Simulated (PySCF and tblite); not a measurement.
Values are calculated unless marked as measured or tabulated.
Stationary points of C₅H₇BrO₂ at GFN2-xTB, in Å:

Structure A

```
 1 C     1.824   -0.499    0.394
 2 C     1.343    0.301   -0.791
 3 O     2.119    0.708   -1.627
 4 C    -0.087    0.588   -0.923
 5 Br   -0.417    1.634   -2.521
 6 C    -1.165    0.270   -0.169
 7 C    -1.156   -0.527    1.099
 8 O    -2.405    0.647   -0.490
 9 H     1.582    0.007    1.324
10 H     1.374   -1.488    0.399
11 H     2.904   -0.600    0.314
12 H    -0.564   -0.040    1.869
13 H    -0.764   -1.527    0.936
14 H    -2.185   -0.604    1.442
15 H    -2.416    1.166   -1.315
```

Structure B

```
 1 C     2.476    0.168   -0.111
 2 C     1.084   -0.356    0.119
 3 O     0.875   -1.468    0.562
 4 C    -0.022    0.537   -0.214
 5 Br    0.395    2.288   -0.913
 6 C    -1.338    0.234   -0.071
 7 C    -1.822   -1.073    0.456
 8 O    -2.325    1.069   -0.385
 9 H     2.648    1.061    0.488
10 H     3.194   -0.599    0.170
11 H     2.616    0.428   -1.159
12 H    -1.432   -1.245    1.457
13 H    -1.460   -1.890   -0.165
14 H    -2.909   -1.062    0.471
15 H    -1.983    1.915   -0.726
```

Structure C

```
 1 C     2.051   -0.161    0.322
 2 C     1.102   -0.429   -0.816
 3 O     1.296   -1.246   -1.675
 4 C    -0.092    0.476   -0.826
 5 Br    0.086    1.913   -2.096
 6 C    -1.196    0.365   -0.084
 7 C    -1.396   -0.753    0.893
 8 O    -2.238    1.216   -0.133
 9 H     1.514   -0.124    1.266
10 H     2.827   -0.921    0.353
11 H     2.511    0.814    0.162
12 H    -1.364   -0.362    1.909
13 H    -0.643   -1.525    0.771
14 H    -2.384   -1.181    0.734
15 H    -2.075    1.920   -0.780
```

The path came from a restrained scan, a climbing-image band and a saddle search at GFN2-xTB; energies are PBE0/pcSseg-1 + D3(BJ)//GFN2-xTB, thermal terms GFN2-xTB.

Problem. Which structure is a saddle point, and along which motion?

Solution. C: one imaginary mode (46i cm⁻¹ at GFN2-xTB, mostly on O3, C1), along the rotation about the C2–C4 bond (torsion C1–C2–C4–Br5 from 0° to 180°, rising).

Problem. Give their symmetry and energies above the lowest.

Solution. A Cs, 5.1 kcal/mol; B Cs, 0.0 kcal/mol; C C1, 9.3 kcal/mol.

Spin–orbit effects of heavy atoms on shieldings are missing.
